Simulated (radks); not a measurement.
The numbers below are computed, except where a source is named.
Ionisation of Te, [Kr] 4d10 5s2 5p4, to Te+, [Kr] 4d10 5s2 5p3, under several functionals. Scalar-relativistic Kohn-Sham, spin-unpolarised, spherical densities, finite nucleus; a radial shooting solver on a logarithmic mesh with Libxc functionals.

| functional | E(Te) (hartree) | Exc (hartree) | IE (eV) | -e(HOMO) (eV) | <r> HOMO (bohr) | IE error (eV) |
|---|---|---|---|---|---|---|
| PBE | -6794.27307 | -175.51259 | 9.729 | 5.953 | 2.672 | +0.719 |
| PW91 | -6795.23509 | -176.48518 | 9.785 | 6.002 | 2.669 | +0.775 |
| PBEsol | -6791.37711 | -172.59150 | 9.753 | 5.968 | 2.663 | +0.744 |
| TASK exchange with Perdew-Wang LDA correlation | -6793.83161 | -174.57703 | 10.150 | 6.382 | 2.614 | +1.140 |
| SCAN | -6795.62493 | -176.57129 | 9.947 | 6.150 | 2.651 | +0.937 |
| XLYP | -6795.50618 | -176.74437 | 9.599 | 5.819 | 2.687 | +0.589 |
| exchange-only B88 | -6792.29041 | -173.49218 | 8.851 | 5.120 | 2.712 | -0.159 |
| OLYP | -6796.89896 | -178.26636 | 9.558 | 5.777 | 2.668 | +0.548 |
| BLYP | -6794.92824 | -176.16211 | 9.578 | 5.795 | 2.683 | +0.568 |
| exchange-only PBE | -6791.50339 | -172.69345 | 8.849 | 5.132 | 2.726 | -0.161 |
| RPBE | -6794.61175 | -175.85668 | 9.684 | 5.915 | 2.675 | +0.674 |

NIST Atomic Spectra Database: 9.010 eV (measured). Closest: exchange-only B88. The Delta-SCF values span 1.30 eV, the total energies 5.52 hartree. The highest occupied level is 5p. Spin polarisation and multiplet splitting are left out, so open shells lie too high by an amount that depends on their filling. Spin-orbit splitting is averaged out at the scalar-relativistic level.

Beside tabulated values, note that spin-unpolarised runs miss the spin-polarisation part of the exchange energy of open shells.
